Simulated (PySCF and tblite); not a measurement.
Values are calculated unless marked as measured or tabulated.
2 E/Z isomers of C₂H₃BBrFO₂, numbered alike:

```json
{"isomer": "A", "SMILES": "[OH:1][B:2]([OH:3])/[C:4]([F:5])=[CH:6]/[Br:7]", "descriptors": "4=6 Z"}
{"isomer": "B", "SMILES": "[OH:1][B:2]([OH:3])/[C:4]([F:5])=[CH:6]\\[Br:7]", "descriptors": "4=6 E"}
```

Each isomer is a Boltzmann average at 298.15 K over at most 6 conformers: GFN2-xTB geometries, energies PBE0/def2-SVP (IEF-PCM, water) (D3(BJ) added where defined), GIAO shieldings wB97X-D/pcSseg-1 (IEF-PCM, water), GFN2-xTB thermal terms. Programs: PySCF with density fitting and tblite.

Question: What shifts does each isomer give (ppm)?

Answer: 
A: ¹H (against TMS): 6.56 (H6, 1H). ¹³C (against TMS): 176.0 (C4), 124.2 (C6).

B: ¹H (against TMS): 7.14 (H6, 1H). ¹³C (against TMS): 175.3 (C4), 131.2 (C6). H not on carbon is left out.

Question: Which carbons tell the isomers apart best?

Answer: C6: 124.2 in A, 131.2 in B ppm.

Spin–orbit effects of the heavy atoms on shieldings are missing. H on N, O and S are left out: they exchange, and hydrogen bonds move them by several ppm. At a carbon that bears Br the missing effect is some 10 ppm, beside I tens of ppm. Shifts are unscaled: against experiment ¹³C can be off by 15 ppm or more and ¹H by 0.8 ppm. The search found a single conformer for at least one isomer; other rotamers may be missing.
